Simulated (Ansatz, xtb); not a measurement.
Molecule: CHSe2 (charge +1, singlet). It need not be the lowest isomer of its formula. 
Coordinates optimised at B3LYP-D3(BJ)/def2-TZVP (Ansatz, a quantum-chemistry and plane-wave program):
```xyz
4

Se    -1.6938     0.0047     0.0958
C      0.0906     0.0312    -0.0334
Se     1.7319    -0.0428    -0.0639
H     -1.8376     1.1088    -0.8866
```
Charge +1, spin multiplicity 1.

Harmonic wavenumbers from GFN2-xTB (xtb, at its own minimum), cm⁻¹: 217, 249, 361, 714, 1310, 1942.

Problem. Give the harmonic wavenumbers at B3LYP-D3(BJ)/def2-TZVP (Ansatz, finite differences of forces, unscaled).

Solution. 254, 302, 355, 812, 1323, 2332 cm⁻¹. Zero-point energy 7.7 kcal/mol.

Problem. From these and the geometry, give the ideal-gas thermochemistry at 298.15 K and 1 atm (rigid rotor, harmonic oscillator).

Solution. Point group Cs, rotational symmetry number 1. Rotational constants 227.7, 1.08, 1.075 GHz. S(trans) 41.32, S(rot) 24.61, S(vib) 4.48, S(elec, spin only) 0.00, S 70.4 cal/(mol K). H(298) - H(0) 3.21 kcal/mol; G - E(el) -10.1 kcal/mol.
